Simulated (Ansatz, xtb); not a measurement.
ClH6N2Si+: where a starting geometry ends

The starting geometry of this gas-phase singlet has its atoms placed at random.

```yaml
atoms:
  - { symbol: Cl, position_ang: [-1.3495, 1.0235, 0.6384] }
  - { symbol: N, position_ang: [-0.9836, -0.2774, -1.7739] }
  - { symbol: N, position_ang: [0.6099, -0.3830, -1.4664] }
  - { symbol: Si, position_ang: [0.6377, 0.4390, 0.5320] }
  - { symbol: H, position_ang: [0.3057, 0.7432, -0.9267] }
  - { symbol: H, position_ang: [1.1265, 0.0044, -0.7472] }
  - { symbol: H, position_ang: [1.2679, -0.8103, 0.3783] }
  - { symbol: H, position_ang: [-0.0863, -0.7465, 1.7393] }
  - { symbol: H, position_ang: [-1.5408, -1.2123, -1.5358] }
  - { symbol: H, position_ang: [-1.0699, 0.8015, -1.8701] }
```

Task: One run relaxed it with r2SCAN-D4/def2-SVP. What is a likely outcome?

Result: It ends as `N[NH2+][SiH2]Cl`. Contacts that open: Si4–H5 (1.53 → 2.43 Å), Si4–H6 (1.44 → 2.49 Å). Contacts that close: N2–N3 (1.63 → 1.44 Å), N3–Si4 (2.16 → 1.91 Å), N3–H5 (1.29 → 1.03 Å), Si4–H8 (1.84 → 1.48 Å).

The energy falls by 14.80 eV over 39 steps:

```csv
step,E − E(last) (eV)
1,14.803
5,6.131
9,3.509
14,2.797
18,2.184
22,1.275
26,0.208
31,0.099
35,0.002
39,0.000
```

Final geometry (Å):

```yaml
atoms:
  - { symbol: Cl, position_ang: [-1.5231, 0.7139, 1.3477] }
  - { symbol: N, position_ang: [-0.5927, 0.3229, -1.8287] }
  - { symbol: N, position_ang: [0.0807, -0.5696, -0.9267] }
  - { symbol: Si, position_ang: [0.3683, 0.2976, 0.7553] }
  - { symbol: H, position_ang: [1.0099, -0.7697, -1.3290] }
  - { symbol: H, position_ang: [-0.3763, -1.4927, -0.7996] }
  - { symbol: H, position_ang: [1.1704, 1.4734, 0.3772] }
  - { symbol: H, position_ang: [1.0148, -0.7723, 1.5406] }
  - { symbol: H, position_ang: [-0.7169, -0.1430, -2.7307] }
  - { symbol: H, position_ang: [-1.5174, 0.5218, -1.4381] }
```

From the same start GFN2-xTB reaches the same bonding as this run.

From so rough a start the end depends on the optimiser's path, so another program may land elsewhere. No frequencies were run, so the end isn't proven a minimum. Run with Ansatz 0.2.0, 89 s on 1 thread of Intel(R) Xeon(R) 6975P-C (Granite Rapids) (shared host).
